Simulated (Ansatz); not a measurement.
Reactions of `N[SiH]1[O][SnH2]1`.

Isolated molecules relaxed with PBE0-D4/def2-TZVP in Ansatz; ΔE leaves out vibrations. CCSD(T)/CBS is the MP2 limit (def2-TZVPP, def2-QZVPP) plus CCSD(T) − MP2 in def2-TZVPP, frozen cores. This one scheme is used for every species, atoms too. Open shells (•) are unrestricted, without spin–orbit coupling. Spin–orbit coupling would lower the free atoms: a little for O, Si; strongly for Sn. Elements past krypton have def2 core potentials. For Sc, Sn outer-core shells are correlated without core-valence functions, so the limit isn't a true one: a few kJ/mol of doubt a bond, and 10 to 20 or more in all where bonds break to atoms. Scalar relativity is left out up to krypton. One conformer a species, not always the lowest.

```json
{"reaction": "`N[SiH]1[O][SnH2]1` + `[OH][Sc]([F])[Cl]` → `F[SiH]1[O][SnH2]1` + `[NH2][Sc]([OH])[Cl]`", "CCSD(T)/CBS(def2) (eV)": "0.49"}
{"reaction": "`N[SiH]1[O][SnH2]1` + H–F → `F[SiH]1[O][SnH2]1` + NH₃", "CCSD(T)/CBS(def2) (eV)": "-0.68"}
{"reaction": "`N[SiH]1[O][SnH2]1` → `[NH2][Sn][O][SiH3]`", "CCSD(T)/CBS(def2) (eV)": "?"}
{"reaction": "`N[SiH]1[O][SnH2]1` → `[OH][SnH]1[NH][SiH2]1`", "CCSD(T)/CBS(def2) (eV)": "1.25"}
{"reaction": "`N[SiH]1[O][SnH2]1` → 5 H• + N• + O• + Si• + Sn•", "CCSD(T)/CBS(def2) (eV)": "29.43"}
{"reaction": "`N[SiH]1[O][SnH2]1` + H₂ → `[O]1[SiH2][SnH2]1` + NH₃", "CCSD(T)/CBS(def2) (eV)": "?"}
```

Fill in the missing values. (Best estimate.)

The calculation gave: `N[SiH]1[O][SnH2]1` → `[NH2][Sn][O][SiH3]`: -1.18 eV; `N[SiH]1[O][SnH2]1` + H₂ → `[O]1[SiH2][SnH2]1` + NH₃: +0.65 eV.

Largest T1 diagnostic: 0.017, for `[O]1[SiH2][SnH2]1`.
